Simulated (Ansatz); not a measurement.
Reaction (ligand exchange at the In–Br bond): `[OH][In]([SH])[Br]` + `O[SiH3]` → `[OH][In]([SH])[O][SiH3]` + HBr

Computed with Ansatz on PBE0-D4/def2-TZVP structures; ΔE is electronic, products minus reactants. CCSD(T)/CBS is the MP2 limit (def2-TZVPP, def2-QZVPP) plus CCSD(T) − MP2 in def2-TZVPP, frozen cores. Functionals use def2-TZVPP. B3LYP here is the variant with VWN-RPA as its local correlation; programs differ in this. Elements past krypton have def2 core potentials. For Br, In outer-core shells are correlated without core-valence functions, which leaves a few kJ/mol of doubt a bond. Scalar relativity is left out up to krypton. Each species was taken in one conformer, which may not be the lowest.

| level | ΔE (kJ/mol) | difference from CCSD(T)/CBS |
| --- | --- | --- |
| PBE0-D4 | 97.8 | 10.9 |
| B3LYP-D4 | 91.6 | 4.7 |
| ωB97X-V | 90.4 | 3.5 |
| ωB97M-V | 92.6 | 5.7 |
| B2PLYP | 91.7 | 4.8 |
| B3LYP | 96.1 | 9.2 |
| SCS-MP2/def2-TZVPP | 86.3 | -0.6 |
| HF/def2-QZVPP | 105.7 | 18.8 |
| SCS-MP2/def2-QZVPP | 86.6 | -0.3 |
| HF/CBS(def2) | 105.4 | 18.5 |
| CCSD(T)/CBS | 86.9 | 0 |

Largest T1 diagnostic among the species: 0.016.

From PBE to PBE0 (25 % exact exchange), in def2-TZVPP and without D4, ΔE moves by +5.7 kJ/mol. In def2-TZVPP, CCSD(T) changes the Hartree–Fock value by −22.8 kJ/mol (the triples alone add −2.9 kJ/mol) and MP2 by −19.4 kJ/mol.
